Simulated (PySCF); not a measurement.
Spinor energies of Ir (iridium, neutral)

Start: [Xe] 4f14 5d7 6s1 6p1; 5d3/2 filled at m_j = +1/2, +3/2; 5d5/2 filled at m_j = -3/2, -1/2, +1/2, +3/2, +5/2; 6s1/2 filled at m_j = +1/2; 6p3/2 filled at m_j = +3/2. Calculated with PySCF 2.14 in x2c-TZVPall-2c (11s11p10d2f, 108 functions): generalised Hartree-Fock with the X2C-1e Hamiltonian and a Gaussian nucleus; spin-orbit coupling (SO) screened by Boettger's factors. This is a chosen level, not necessarily the ground level.

```json
{"spinor shell": "1s1/2", "electrons": "2", "ε, screened SO (eV)": "-76509.5", "weight of nominal j (screened SO)": "1.000", "rms radius, screened SO (bohr)": "0.0197"}
{"spinor shell": "2s1/2", "electrons": "2", "ε, screened SO (eV)": "-13529.9", "weight of nominal j (screened SO)": "1.000", "rms radius, screened SO (bohr)": "0.0795"}
{"spinor shell": "2p1/2", "electrons": "2", "ε, screened SO (eV)": "-12938.3", "weight of nominal j (screened SO)": "1.000", "rms radius, screened SO (bohr)": "0.0675"}
{"spinor shell": "3s1/2", "electrons": "2", "ε, screened SO (eV)": "-3231.1", "weight of nominal j (screened SO)": "1.000", "rms radius, screened SO (bohr)": "0.203"}
{"spinor shell": "3p1/2", "electrons": "2", "ε, screened SO (eV)": "-2966.7", "weight of nominal j (screened SO)": "1.000", "rms radius, screened SO (bohr)": "0.195"}
{"spinor shell": "3p3/2", "electrons": "4", "ε, screened SO (eV)": "-2603.4", "weight of nominal j (screened SO)": "1.000", "rms radius, screened SO (bohr)": "0.210"}
{"spinor shell": "3d3/2", "electrons": "4", "ε, screened SO (eV)": "-2167.1", "weight of nominal j (screened SO)": "1.000", "rms radius, screened SO (bohr)": "0.185"}
{"spinor shell": "3d5/2", "electrons": "6", "ε, screened SO (eV)": "-2088.9", "weight of nominal j (screened SO)": "1.000", "rms radius, screened SO (bohr)": "0.189"}
{"spinor shell": "4s1/2", "electrons": "2", "ε, screened SO (eV)": "-725.30", "weight of nominal j (screened SO)": "1.000", "rms radius, screened SO (bohr)": "0.450"}
{"spinor shell": "4p1/2", "electrons": "2", "ε, screened SO (eV)": "-612.63", "weight of nominal j (screened SO)": "1.000", "rms radius, screened SO (bohr)": "0.456"}
{"spinor shell": "4p3/2", "electrons": "4", "ε, screened SO (eV)": "-525.53", "weight of nominal j (screened SO)": "1.000", "rms radius, screened SO (bohr)": "0.490"}
{"spinor shell": "4d3/2", "electrons": "4", "ε, screened SO (eV)": "-340.54", "weight of nominal j (screened SO)": "1.000", "rms radius, screened SO (bohr)": "0.507"}
{"spinor shell": "4d5/2", "electrons": "6", "ε, screened SO (eV)": "-323.59", "weight of nominal j (screened SO)": "1.000", "rms radius, screened SO (bohr)": "0.519"}
{"spinor shell": "5s1/2", "electrons": "2", "ε, screened SO (eV)": "-116.88", "weight of nominal j (screened SO)": "1.000", "rms radius, screened SO (bohr)": "1.05"}
{"spinor shell": "4f5/2", "electrons": "6", "ε, screened SO (eV)": "-85.653", "weight of nominal j (screened SO)": "0.996", "rms radius, screened SO (bohr)": "0.586"}
{"spinor shell": "4f7/2", "electrons": "8", "ε, screened SO (eV)": "-82.378", "weight of nominal j (screened SO)": "0.997", "rms radius, screened SO (bohr)": "0.587"}
{"spinor shell": "5p1/2", "electrons": "2", "ε, screened SO (eV)": "-80.216", "weight of nominal j (screened SO)": "0.984", "rms radius, screened SO (bohr)": "1.15"}
{"spinor shell": "5p3/2", "electrons": "4", "ε, screened SO (eV)": "-64.029", "weight of nominal j (screened SO)": "0.993", "rms radius, screened SO (bohr)": "1.25"}
{"spinor shell": "5d3/2", "electrons": "2", "ε, screened SO (eV)": "-14.707", "weight of nominal j (screened SO)": "0.575", "rms radius, screened SO (bohr)": "1.79"}
{"spinor shell": "5d5/2", "electrons": "5", "ε, screened SO (eV)": "-15.040", "weight of nominal j (screened SO)": "0.482", "rms radius, screened SO (bohr)": "1.82"}
{"spinor shell": "6s1/2", "electrons": "1", "ε, screened SO (eV)": "-11.258", "weight of nominal j (screened SO)": "0.985", "rms radius, screened SO (bohr)": "3.14"}
{"spinor shell": "6p3/2", "electrons": "1", "ε, screened SO (eV)": "-4.719", "weight of nominal j (screened SO)": "1.000", "rms radius, screened SO (bohr)": "4.43"}
```

Where does 2p3/2 lie, and what is the 2p spin-orbit splitting (screened SO)?

At -11305.0 eV, 1633.3 eV above 2p1/2.

```csv
quantity,screened SO
E (hartree),-17838.92716
M_J,13/2
⟨J²⟩,48.770
⟨L²⟩,21.015
⟨S²⟩,8.490
```

Each row is a mean over spinors that exchange with the open shell spreads, by up to 7.354 eV (5p3/2).

Rows whose weight is well below 1 are mixtures of j = l ± 1/2: exchange outweighs spin-orbit coupling there, and the label is only the starting occupation.

Breit and QED terms are absent; they matter most for the inner s and p1/2 levels.

Densities and radii are taken from the X2C orbitals without a picture-change correction, which distorts them close to the nucleus.
